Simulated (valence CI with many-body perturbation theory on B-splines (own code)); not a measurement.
## Rh40+: one-electron terms

Computed by configuration interaction combined with many-body perturbation theory (CI+MBPT): three valence electrons over a frozen Dirac-Fock core [He], radial functions for each j: 11 s, 11 p, 9 d, 7 f, 5 g, 2 h, 1 i, with the one-electron correlation potential Σ1, the two-electron term Σ2, the three-electron term Σ3, Breit, model QED; selected CI, second order for the rest (own B-spline code, finite nucleus).

The last digits are not significant, and no measured levels were compared; by estimate large intervals hold to a few tenths of a per cent, small ones and those within an open d or f shell to about a per cent.

These are the spectroscopic orbitals of the CI (the correlating ones are not listed), shaped by the core and the other valence electrons. h is the expectation value of the core's Dirac-Fock operator, without the valence repulsion; Σ1 is computed up to l = 3 at one energy for each symmetry, that of its lowest orbital but kept below the first core excitation, so for empty shells it is not the orbital's own correlation shift; Breit and QED include the response of the core.

```tsv
Orbital	h (hartree)	Σ1 (cm⁻¹)	Breit (cm⁻¹)	QED (cm⁻¹)	⟨r⟩ (bohr)
2s1/2	-243.58	-1320	24658	25402	0.1337
3s1/2	-106.74	-321	6922	7380	0.3080
4s1/2	-59.516	-125	2778	3022	0.5571
5s1/2	-37.875	-61.8	1395	1526	0.8783
2p1/2	-240.1	-3187	48945	-730	0.1123
3p1/2	-105.75	-705	13323	-252	0.2888
4p1/2	-59.109	-270	5377	-107	0.5394
5p1/2	-37.669	-132	2699	-54.8	0.8623
2p3/2	-233.75	-2663	19875	1886	0.1164
3p3/2	-103.87	-589	5368	494	0.2947
4p3/2	-58.319	-226	2330	200	0.5471
5p3/2	-37.266	-111	1171	100	0.8719
3d3/2	-103.47	-278	484	-90.6	0.2498
4d3/2	-58.152	-118	264	-31.7	0.5035
5d3/2	-37.181	-60.3	140	-15.0	0.8298
3d5/2	-102.9	-260	157	184	0.2519
4d5/2	-57.911	-110	84.9	83.3	0.5060
5d5/2	-37.057	-56.3	42.9	43.8	0.8328
4f5/2	-57.873	-23.7	2.9	-30.0	0.4359
5f5/2	-37.039	-13.3	2.4	-14.9	0.7635
4f7/2	-57.754	-23.1	0.8	25.8	0.4373
5f7/2	-36.979	-12.9	0.7	13.8	0.7650
5g7/2	-36.973		0.0	-9.4	0.6685
5g9/2	-36.936		0.0	7.6	0.6695
```

Among the shells of the start configuration 2s2 2p1, Σ1 is largest in size for 2p1/2, where it is 0.0060 % of h.

Lowest root of each symmetry, sizes in configuration state functions:

| J | Parity | Roots | Reference | Variational | Second order | Change by selected CI (cm⁻¹) | Change by second order (cm⁻¹) |
| --- | --- | --- | --- | --- | --- | --- | --- |
| 1/2 | even | 16 | 50 | 9767 | 10086 | -8439 | 0 |
| 3/2 | even | 20 | 70 | 15552 | 18383 | -5198 | -1 |
| 5/2 | even | 15 | 66 | 16761 | 16324 | -8126 | -1 |
| 7/2 | even | 5 | 41 | 11777 | 22051 | -6567 | -4 |
| 9/2 | even | 2 | 23 | 6828 | 13013 | -12016 | -3 |
| 1/2 | odd | 15 | 48 | 9521 | 10341 | -8902 | 0 |
| 3/2 | odd | 21 | 72 | 15601 | 16580 | -8566 | -1 |
| 5/2 | odd | 13 | 62 | 16446 | 19422 | -14315 | -1 |
| 7/2 | odd | 6 | 43 | 12171 | 13165 | -10390 | -2 |
| 9/2 | odd | 2 | 20 | 7329 | 16478 | -6837 | -3 |
